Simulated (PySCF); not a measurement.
NICS in isomers of C7H9FNP.

NICS = −σ at a ghost point: NICS(0) at the centroid of the ring atoms, NICS(1) 1 Å to either side along the normal of their mean plane, zz for the tensor component along that normal. Level: GIAO PBE0/pcSseg-1 (PySCF, non-relativistic, gas phase) on the GFN2-xTB geometries, one conformer each. Atom numbers follow the mapped SMILES.

Question: Order these rings by mean NICS(1)zz, lowest (most negative) first (ppm).
A. ring C2–C3–N4–C8–P10 in `[CH3:1][c:2]1[cH:3][n:4]([CH:5]2[CH2:6][CH2:7]2)[c:8]([F:9])[p:10]1`
B. ring C4–C5–C6–C7–C8–C10 in `[CH3:1][P:2]([NH2:3])[c:4]1[cH:5][cH:6][cH:7][c:8]([F:9])[cH:10]1`
C. ring P5–C6–C7–C8–C10 in `[N:1]#[C:2][CH2:3][CH2:4][P:5]1[CH2:6][CH:7]=[C:8]([F:9])[CH2:10]1`

Answer: B (-27.4), A (-21.7), C (-2.7).

```tsv
SMILES	ring	NICS(0)	NICS(1)	NICS(1)zz	HOMA	rms pucker (Å)	ring atoms with four or more neighbours
CP(N)c1cccc(F)c1	6-membered carbocycle; formal bonds all aromatic	-9.6	-11.3	-27.4	1.00	0.00	0
Cc1cn(C2CC2)c(F)p1	5-membered ring with N and P; formal bonds all aromatic	-12.8	-9.8	-21.7	0.78	0.00	0
N#CCCP1CC=C(F)C1	5-membered ring with P; formal bonds 1 double, 4 single	-5.0	-3.1	-2.7	–	0.09	2
```

NICS(0) gives another order. The isotropic NICS(1) gives the same order. HOMA uses Krygowski's 1993 parameters; it is left out where a ring has a four-coordinate atom, a triple bond, no multiple bond or a kind of bond without parameters. NICS(1) and NICS(1)zz are means over the two faces.
